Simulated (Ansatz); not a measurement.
Basis-set series for ClGe₂H₅O (`[OH][GeH]([Cl])[GeH3]`). Charge 0, multiplicity 1. Geometry: relaxed with PBE0-D4/def2-TZVP. It is one conformer, not always the lowest.

```xyz
9

O     0.0515    1.6932   -1.3664
Ge    0.7637    0.6692   -0.1063
Cl    2.3480   -0.5001   -1.0165
Ge   -0.8256   -0.9275    0.8006
H    -0.2936    1.1892   -2.1077
H     1.4230    1.6624    0.8582
H    -1.4101   -1.7347   -0.3669
H    -0.1031   -1.8671    1.7741
H    -1.9539   -0.1846    1.5308
```

```
functional       basis  functions  energy (Eh)  HOMO (eV)  LUMO (eV)
   PBE0-D4  def2-TZVPP        239  -4691.80986      -8.04      -0.37
   PBE0-D4  def2-QZVPP        455  -4691.91826      -8.06      -0.51
   ωB97M-V  def2-TZVPP        239  -4692.27071     -10.09       1.45
   ωB97M-V  def2-QZVPP        455  -4692.37624     -10.13       1.15
```

Task: Give the rows for def2-SVP. (Best estimate.)

Result: Computed: 
| functional | basis | functions | energy (Eh) | HOMO (eV) | LUMO (eV) |
| --- | --- | --- | --- | --- | --- |
| PBE0-D4 | def2-SVP | 121 | -4691.02703 | -7.91 | -0.10 |
| ωB97M-V | def2-SVP | 121 | -4691.48796 | -9.94 | 1.78 |

Positive LUMOs are unbound and depend on the basis. Scalar relativity is left out up to krypton.
